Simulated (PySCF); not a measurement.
**SMILES O=C(CC(F)=C(F)F)O[SiH3], C$_{4}$H$_{5}$F$_{3}$O$_{2}$Si**

Molfile (atoms numbered from 1):
```
C4H5F3O2Si
     RDKit          3D

 15 14  0  0  0  0  0  0  0  0999 V2000
    0.4704    0.2768   -1.1541 O   0  0  0  0  0  0  0  0  0  0  0  0
    0.4627    0.0296    0.0177 C   0  0  0  0  0  0  0  0  0  0  0  0
   -0.8105   -0.1432    0.8516 C   0  0  0  0  0  0  0  0  0  0  0  0
   -1.9943    0.4512    0.1660 C   0  0  0  0  0  0  0  0  0  0  0  0
   -2.2084    1.7564    0.4093 F   0  0  0  0  0  0  0  0  0  0  0  0
   -2.7854   -0.1868   -0.6875 C   0  0  0  0  0  0  0  0  0  0  0  0
   -3.8230    0.3216   -1.3283 F   0  0  0  0  0  0  0  0  0  0  0  0
   -2.6478   -1.4793   -0.9578 F   0  0  0  0  0  0  0  0  0  0  0  0
    1.5479   -0.1457    0.7383 O   0  0  0  0  0  0  0  0  0  0  0  0
    3.0886   -0.0145    0.0904 Si  0  0  0  0  0  4  0  0  0  0  0  0
   -0.9564   -1.2139    1.0081 H   0  0  0  0  0  0  0  0  0  0  0  0
   -0.6607    0.3387    1.8192 H   0  0  0  0  0  0  0  0  0  0  0  0
    3.2196   -0.9806   -0.9914 H   0  0  0  0  0  0  0  0  0  0  0  0
    3.2745    1.3590   -0.3588 H   0  0  0  0  0  0  0  0  0  0  0  0
    3.8184   -0.3613    1.3004 H   0  0  0  0  0  0  0  0  0  0  0  0
  1  2  2  0
  2  3  1  0
  3  4  1  0
  4  5  1  0
  4  6  2  3
  6  7  1  0
  6  8  1  0
  2  9  1  0
  9 10  1  0
  3 11  1  0
  3 12  1  0
 10 13  1  0
 10 14  1  0
 10 15  1  0
M  END
```

Computed with PySCF, GIAO KT3/6-31G magnetisability, rotational g tensor and spin-rotation constants, non-relativistic, gas phase. Geometry: GFN2-xTB.

(1) Give the nuclear spin-rotation constants along the inertial axes (H = +C I·J) beside the isotropic shieldings.

## Answers

(1) Rotational constants 2.6761, 0.4935, 0.4620 GHz. A star marks the isotopologue with that one atom substituted, in its own axes.
| atom | isotope | Caa (kHz) | Cbb (kHz) | Ccc (kHz) | mean (kHz) | σ (ppm) |
| --- | --- | --- | --- | --- | --- | --- |
| F5 | 19F | 1.891 | 0.536 | 0.235 | 0.888 | 338.4 |
| F7 | 19F | 2.999 | 0.657 | 0.495 | 1.383 | 267.0 |
| F8 | 19F | 2.859 | 0.556 | 0.494 | 1.303 | 282.0 |
| H11 | 1H | -0.294 | -0.021 | -0.019 | -0.111 | 29.6 |
| H12 | 1H | -0.286 | -0.007 | -0.034 | -0.109 | 29.9 |
| H13 | 1H | -0.263 | 0.016 | -0.041 | -0.096 | 28.0 |
| H14 | 1H | -0.262 | -0.022 | -0.007 | -0.097 | 28.0 |
| H15 | 1H | -0.122 | -0.047 | -0.010 | -0.060 | 28.5 |
| O1 | 17O* | -1.369 | -0.067 | -0.235 | -0.557 | -72.1 |
| C2 | 13C* | 1.259 | 0.113 | 0.129 | 0.500 | 46.6 |
| C3 | 13C* | 0.364 | 0.083 | 0.074 | 0.174 | 160.2 |
| C4 | 13C* | 0.848 | 0.139 | 0.114 | 0.367 | 76.2 |
| C6 | 13C* | 0.863 | 0.180 | 0.133 | 0.392 | 46.6 |
| O9 | 17O* | -0.519 | -0.063 | -0.112 | -0.231 | 167.9 |
| Si10 | 29Si* | -1.225 | -0.262 | -0.238 | -0.575 | 456.6 |

For the geometry as given, no vibrational averaging.
